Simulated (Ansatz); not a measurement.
F2Sr (SMILES [F][Sr][F]), singlet, geometry from GFN2-xTB (such geometries of metal compounds can be far from the true shape) (core potentials on Sr); REVPBE/def2-SVP run with Ansatz (a quantum-chemistry and plane-wave program).

Input for Ansatz:
Ansatz 0.2 input:
```yaml
crystal:
  periodic: [false, false, false]
  atoms:
    - {symbol: Sr, position_ang: [-0.41021296, -0.09466902, -0.03657170]}
    - {symbol: F, position_ang: [0.68751268, 1.35864233, -0.92031756]}
    - {symbol: F, position_ang: [1.04449760, -0.95892868, 1.07473142]}
basis:
  gaussian:
    orbitals: def2-SVP
hamiltonian:
  xc: revpbe
```

### Question
Predict the main parts of the log of this Ansatz run.

### Answer

```
Functional definition: revPBE
577 factors; their error is unknown
mean field evaluation 1: about -6260.1175 eV, gradient 6.4e1 eV
mean field evaluation 2: about -5924.1099 eV, gradient 3.6e2 eV
mean field evaluation 4: about -6267.2804 eV, gradient 6.4e0 eV
mean field evaluation 8: about -6267.3391 eV, gradient 7.8e-2 eV
mean field evaluation 16: about -6267.3392 eV, gradient 5.6e-6 eV
mean field -6267.33915515 eV, -230.3204657966 hartree, gradient 5.6e-6 eV, S^2 0.000000; 0 other end points of the search recorded, 0 dependent functions left out
reference -6267.33920615 eV, -230.3204676709 hartree; 14, 14 occupied and 37, 37 virtual orbitals, 577 factors
Total energy: -6267.33920615 eV, -230.3204676709 hartree
```
